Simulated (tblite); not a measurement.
C9H10.
InChI=1S/C9H10/c1-9-6-3-2-4(6)8(9)5(2)7(3)9/h2-8H,1H3/t2?,3-,4+,5-,6-,7+,8-,9+

Calculated harmonic vibrations of the isolated species, GFN2-xTB (tblite), most abundant isotopes, no scaling. Errors from tens to a few hundred cm⁻¹ against measured bands are possible.

Harmonic wavenumbers (cm⁻¹): 163.3, 247.2, 247.3, 568.4, 635.2, 635.3, 728.9, 729.1, 844.7, 910.7, 912.3, 912.4, 926.6, 926.7, 928.9, 949.6, 949.6, 964.1, 964.2, 979.7, 1072.7, 1099.6, 1099.8, 1112.7, 1140.8, 1140.8, 1152.2, 1158.1, 1158.2, 1159.8, 1170.4, 1170.5, 1219.7, 1219.7, 1225.1, 1225.2, 1225.3, 1353.7, 1400.7, 1486.5, 1486.8, 3007.8, 3014.6, 3015.3, 3018.2, 3018.5, 3019.7, 3023.4, 3024.3, 3024.8, 3033.6.

A = 3388, B = 1978, C = 1978 MHz; mass 118.078 u (most abundant isotopes); point group C3v, symmetry number 3.

Problem. Zero-point energy?

Solution. ½Σν̃ = 35401 cm⁻¹ = 101.22 kcal/mol.

Problem. What is S at 200 K and 1 bar for an ideal gas of classical rigid rotors and harmonic oscillators?

Solution. Translation 38.26, rotation 24.21, vibration 4.80: S = 67.3 cal/(mol K).

Problem. And Cp and H(200 K) − H(0)?

Solution. Cp = 16.78 cal/(mol K), of which vibrations give 8.83 (their classical limit is 51 R = 101.3); H(200 K) − H(0) = 2.23 kcal/mol without the zero-point energy, 0.64 from vibrations.

Problem. What must be added to the electronic energy to get the Gibbs energy at 200 K and 1 bar?

Solution. ZPE + [H(200 K) − H(0)] − T·S = 101.22 + 2.23 − 13.45 = 90.00 kcal/mol.

Problem. Which modes carry the vibrational entropy at 200 K?

Solution. 163.3 cm⁻¹: 1.78; 247.2 cm⁻¹: 1.09; 247.3 cm⁻¹: 1.09; 568.4 cm⁻¹: 0.17; 635.2 cm⁻¹: 0.12; 635.3 cm⁻¹: 0.12 cal/(mol K); the other 45 give 0.44 together.

Problem. How do the functions run with temperature in this model?

Solution. 
```csv
T (K),S (cal/(mol K)),Cp (cal/(mol K)),H − H(0) (kcal/mol),G − H(0) (kcal/mol),ln q(vib)
150,63.0,13.2,1.49,-7.97,0.44
250,71.5,21.9,3.19,-14.69,1.25
298.15,75.9,27.8,4.39,-18.24,1.76
400,85.9,40.7,7.88,-26.47,3.10
600,106.4,60.2,18.12,-45.71,6.50
900,134.4,77.3,39.01,-81.93,12.36
```

q(vib) and H(0) count from the zero-point level.

Hindered rotation and anharmonicity are outside this model.
